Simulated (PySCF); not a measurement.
Dipole response of F⁺ (fluorine, charge +1)

[He] 2s2 2p4, high-spin 3P determinant. Computed with PySCF 2.14 in aug-cc-pCVQZ-DK (9s8p6d4f2g, 109 functions), with scalar relativity by spin-free X2C-1e. Coupled (time-dependent) response in atomic units; α is the mean over directions.

| method | mean α (bohr³) | α xx, yy, zz | C₆ (like pair) | S(−4) |
| --- | --- | --- | --- | --- |
| UHF | 1.722 | 1.795, 1.577, 1.795 | 3.138 | 1.263 |
| PBE | 1.889 | 1.933, 1.801, 1.933 | 3.544 | 1.551 |
| PBE0 | 1.828 | 1.881, 1.722, 1.881 | 3.398 | 1.432 |
| BLYP | 1.889 | 1.930, 1.806, 1.930 | 3.540 | 1.544 |
| HSE06 | 1.829 | 1.882, 1.722, 1.882 | 3.400 | 1.434 |

S(−4) is the Cauchy moment in α(ω) = α(0) + S(−4) ω² + …

α(iu) at HSE06:

```json
{"u (hartree)": "0", "α(iu) (bohr³)": "1.829"}
{"u (hartree)": "0.0500", "α(iu) (bohr³)": "1.825"}
{"u (hartree)": "0.100", "α(iu) (bohr³)": "1.815"}
{"u (hartree)": "0.200", "α(iu) (bohr³)": "1.774"}
{"u (hartree)": "0.300", "α(iu) (bohr³)": "1.713"}
{"u (hartree)": "0.500", "α(iu) (bohr³)": "1.551"}
{"u (hartree)": "0.750", "α(iu) (bohr³)": "1.332"}
{"u (hartree)": "1.00", "α(iu) (bohr³)": "1.132"}
{"u (hartree)": "1.50", "α(iu) (bohr³)": "0.8232"}
{"u (hartree)": "2.00", "α(iu) (bohr³)": "0.6149"}
{"u (hartree)": "3.00", "α(iu) (bohr³)": "0.3734"}
{"u (hartree)": "5.00", "α(iu) (bohr³)": "0.1760"}
```

A single London oscillator, α(iu) = α/(1 + u²/ω²), gives C₆ = (3/4) ω α². Matching the computed C₆ needs ω = 4 × 3.400 / (3 × 1.829²) = 1.36 hartree.

For an ion, C₆ is the dispersion term alone; charge-induced terms of lower order in 1/R come first.

The components differ because the open shell of this determinant is not spherical; for a pure term their mean is the scalar polarisability.
